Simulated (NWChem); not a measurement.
SiHSCl, singlet; SMILES S[Si]Cl

```xyz
4

Si     0.9697     0.0396     0.0000
Cl    -0.4316     1.6010     0.0000
S     -0.4349    -1.5853     0.0000
H      0.5373    -2.5274     0.0000
```
Atoms are numbered in this order, from 1.

All runs: NWChem. Pople sets run with spherical d functions. Low-valent species are run as closed-shell singlets; no triplet was tried in these runs. The geometry was optimised at PBE0/def2-SVP. GIAO values for the isolated, static molecule; σ is the absolute isotropic shielding, δ = σ(reference) − σ with the isolated reference molecule computed at the same levels (1H: tetramethylsilane, 29Si: tetramethylsilane).

```json
[
 {"level": "B3LYP/6-311G**", "δ Si1 (ppm)": "392.2", "σ Cl2 (ppm)": "529.5", "σ S3 (ppm)": "197.7", "δ H4 (ppm)": "5.03"},
 {"level": "PBE/pcSseg-1", "δ Si1 (ppm)": "362.9", "σ Cl2 (ppm)": "475.5", "σ S3 (ppm)": "191.4", "δ H4 (ppm)": "5.18"},
 {"level": "LDA (Slater exchange, VWN5)/pcSseg-1", "δ Si1 (ppm)": "382.5", "σ Cl2 (ppm)": "437.1", "σ S3 (ppm)": "156.7", "δ H4 (ppm)": "5.55"},
 {"level": "PBE0/pcSseg-1", "δ Si1 (ppm)": "375.5", "σ Cl2 (ppm)": "527.2", "σ S3 (ppm)": "224.7", "δ H4 (ppm)": "5.08"}
]
```
